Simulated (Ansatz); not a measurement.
Basis sets compared for cyclo-(SiH2)4 (Si₄H₈). Total charge 0; singlet. Geometry PBE-D4/def2-SVP. Ansatz on 4 threads of Arm Neoverse V1 on a shared host; times are rough, and most runs start from earlier orbitals.

```xyz
12

Si    1.157   -0.733   -0.983
H     2.578   -0.262   -1.162
H     0.948   -1.964   -1.827
Si   -0.486    0.966   -1.293
H     0.076    2.320   -1.645
H    -1.559    0.617   -2.292
Si   -1.153    0.737    0.984
H    -0.929    1.969    1.824
H    -2.577    0.278    1.174
Si    0.482   -0.970    1.291
H    -0.089   -2.323    1.632
H     1.553   -0.634    2.297
```

B3LYP takes the VWN-RPA correlation.

Binding counts from free atoms (Si triplet, H doublet) in the same basis, without a counterpoise term.

```json
{"level": "HF/STO-3G", "functions": "44", "energy (Eh)": "-1147.0777", "HOMO (eV)": "-6.68", "LUMO (eV)": "9.94", "binding per atom (eV)": "3.36", "wall time": "0.15 s"}
{"level": "HF/6-31G", "functions": "68", "energy (Eh)": "-1160.1421", "HOMO (eV)": "-9.69", "LUMO (eV)": "2.31", "binding per atom (eV)": "1.91", "wall time": "0.35 s"}
{"level": "PBE-D4/def2-SVP", "functions": "112", "energy (Eh)": "-1161.7957", "HOMO (eV)": "-6.63", "LUMO (eV)": "-2.11", "binding per atom (eV)": "2.97", "wall time": "1.1 s"}
{"level": "B3LYP-D4/6-31G", "functions": "68", "energy (Eh)": "-1162.6958", "HOMO (eV)": "-7.43", "LUMO (eV)": "-0.59", "binding per atom (eV)": "2.76", "wall time": "1 s"}
{"level": "PBE0-D4/def2-SVP", "functions": "112", "energy (Eh)": "-1161.9185", "HOMO (eV)": "-7.64", "LUMO (eV)": "-1.39", "binding per atom (eV)": "2.97", "wall time": "1.4 s"}
```

(1) Estimate the rows for HF/def2-TZVP, PBE-D4/def2-TZVP (with forces), B3LYP-D4/def2-TZVP, PBE0-D4/def2-TZVP.

Answers

(1) 
| level | functions | energy (Eh) | HOMO (eV) | LUMO (eV) | binding per atom (eV) | wall time |
| --- | --- | --- | --- | --- | --- | --- |
| HF/def2-TZVP | 196 | -1160.4045 | -9.67 | 1.69 | 2.27 | 1.6 s |
| PBE-D4/def2-TZVP (with forces) | 196 | -1162.2019 | -6.58 | -2.29 | 2.98 | 2.4 s |
| B3LYP-D4/def2-TZVP | 196 | -1162.9059 | -7.31 | -1.61 | 2.99 | 2.7 s |
| PBE0-D4/def2-TZVP | 196 | -1162.3208 | -7.55 | -1.52 | 2.98 | 2.8 s |
